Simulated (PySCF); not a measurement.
Problem. Write a Z-matrix for `C=C[Si@@H](Cl)N=C` as optimised with PBE0-D3(BJ)/def2-SVP.

Solution. 
Z-matrix in Å and degrees, rows numbered from 1:
```
C 
C   1  1.3381
Si  2  1.8529  1  122.29
Cl  3  2.0891  2  108.68  1  -128.19
N   3  1.7415  2  108.35  1    -7.15
C   5  1.2618  3  126.92  2  -123.78
H   1  1.0954  2  121.29  3    -0.37
H   1  1.0956  2  121.92  3   179.67
H   2  1.0975  1  119.15  3  -179.53
H   3  1.4860  2  113.65  1   113.29
H   6  1.1056  5  120.33  3   179.66
H   6  1.1099  5  123.88  3    -0.20
```

Si3 (chlorine-bound silicon) is distorted tetrahedral (angles from 106.6° to 113.7°). Of the pairs four or more bonds apart, N5···H7 is among the closest relative to their van der Waals radii: 2.68 Å, 97 % of the sum of Bondi's values.

Theory: PBE0-D3(BJ)/def2-SVP geometry optimisation, gas phase in PySCF 2.14.0.

Point group: C1 (no symmetry element, even within 0.4 Å). Whether it is a minimum is left open (no frequencies). One conformer, not necessarily the lowest (C1–C2–Si3–Cl4 -128°, C2–Si3–N5–C6 -124°).
